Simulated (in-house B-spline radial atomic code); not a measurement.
Two electrons outside the bare core: O⁶⁺

Computed with a B-spline radial code for spherical atoms: configuration interaction (CI) of the two electrons, alone and with Breit and QED terms (there is no core, so MBPT adds nothing); no-pair Dirac Hamiltonian, finite nucleus. Labels give the configuration (outer n counted up each series) and the leading LS term, or the jj pair where no LS term holds 70 %.

Command:
```bash
python run_mb.py task.json out
```
Settings (nuclear radius in fm, box in bohr, cutoff in hartree):
```
basis_form          3
Z                   8
core_configuration  
rms_radius          2.6991
mass_number         16
speed_of_light      137.036
box_radius          11.25
lmax                6
intervals           64
virtual_cutoff      300.0
```

Run time, properties included: 42 s on 1 thread of Intel(R) Xeon(R) Platinum 8488C, on a shared host.

Excitation energies (eV):

```tsv
level	purity of the LS term	CI alone	CI + MBPT + Breit + QED	Landé g of the LS mixture
1s2 1S0	1.0	0	0	-
1s2s 3S1	1.0	561.2	560.96	2.00
1s2p 3P°0	1.0	568.72	568.53	-
1s2p 3P°1	1.0	568.76	568.54	1.50
1s2p 3P°2	1.0	568.84	568.6	1.50
1s2s 1S0	1.0	569.02	568.82	-
1s2p 1P°1	1.0	?	?	?
1s3s 3S1	1.0	662.17	661.93	2.00
1s3p 3P°0	1.0	664.21	663.99	-
1s3p 3P°1	1.0	?	?	?
1s3p 3P°2	1.0	664.25	664.01	1.50
1s3s 1S0	1.0	664.24	664.01	-
```

**Question.** Where does 1s3p 3P°1 lie?

**Answer.** 664.22 eV in CI alone and 663.99 eV with all corrections; g = 1.50.

**Question.** Where does 1s2p 1P°1 lie?

**Answer.** 574.1 eV in CI alone and 573.85 eV with all corrections; g = 1.00.

**Question.** What is the first ionisation energy?

**Answer.** 739.22 eV to the 1s1/2 state of the next ion (739.46 eV from CI alone). NIST lists 739.32697 ± 0.00015 eV (tabulated theory).

Some electric-dipole lines (reduced elements in atomic units, length form; vacuum wavelengths from the computed energies):

```
    upper      lower  D bare (size)  D with core polarisation (size)  λ (nm)  A (s⁻¹)
1s2p 3P°0   1s2s 3S1          0.415                            0.415  163.79  7.9e+07
1s2p 3P°1   1s2s 3S1          0.718                            0.718  163.72  7.9e+07
1s2p 3P°2   1s2s 3S1          0.928                            0.928  162.29  8.2e+07
 1s3s 3S1  1s2p 3P°0         0.0935                           0.0935  13.275  2.5e+09
1s3p 3P°0   1s2s 3S1          0.214                            0.214  12.034  5.3e+10
1s3p 3P°2   1s2s 3S1          0.478                            0.478  12.032  5.3e+10
```

Weak lines are less accurate than strong ones.
